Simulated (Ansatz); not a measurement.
Relaxation of Cl₃FH₂HfO (8 atoms, charge 0, multiplicity 1), to a largest force component of 0.03 eV/Å in at most 50 steps.

Theory: RKS B3LYP/def2-SVP (Ansatz 0.2.0).

```xyz
8
Properties=species:S:1:pos:R:3
Hf -0.038 0.214 -0.110
Cl -0.065 0.267 2.370
Cl 2.051 0.561 -1.115
F -1.024 1.746 -0.610
Cl -1.256 -1.556 -1.066
O 1.396 -2.373 1.245
H 0.878 -3.184 1.117
H 1.088 -2.018 2.113
```

**Question.** Where does it end, and by what steps?

**Answer.** The run converged. After 8 steps the energy has fallen by 0.611 eV; O6 moved furthest, 0.57 Å. Joined: Hf1–O6 (3.25 → 2.36 Å).

```json
{"step": "0", "energy less start (eV)": "0.0000", "largest force component (eV/Å)": "1.388", "accepted": "yes"}
{"step": "1", "energy less start (eV)": "-0.1566", "largest force component (eV/Å)": "1.263", "accepted": "yes"}
{"step": "2", "energy less start (eV)": "-0.3360", "largest force component (eV/Å)": "1.787", "accepted": "yes"}
{"step": "3", "energy less start (eV)": "-0.5210", "largest force component (eV/Å)": "1.854", "accepted": "yes"}
{"step": "4", "energy less start (eV)": "-0.5855", "largest force component (eV/Å)": "0.760", "accepted": "yes"}
{"step": "5", "energy less start (eV)": "-0.5934", "largest force component (eV/Å)": "0.324", "accepted": "yes"}
{"step": "6", "energy less start (eV)": "-0.6064", "largest force component (eV/Å)": "0.096", "accepted": "yes"}
{"step": "7", "energy less start (eV)": "-0.6108", "largest force component (eV/Å)": "0.043", "accepted": "yes"}
{"step": "8", "energy less start (eV)": "-0.6114", "largest force component (eV/Å)": "0.008", "accepted": "yes"}
```

```xyz
8
Properties=species:S:1:pos:R:3
Hf 0.085 -0.047 0.098
Cl -0.057 0.472 2.431
Cl 2.164 0.416 -0.923
F -0.939 1.430 -0.525
Cl -1.209 -1.762 -0.955
O 1.037 -1.977 1.057
H 0.776 -2.857 0.744
H 1.172 -2.017 2.017
```

Whether the end is a true minimum wasn't checked by a vibrational analysis.

Run time: 30 s on 4 threads of Arm Neoverse V1, on a shared host, peak memory 0.35 GiB.
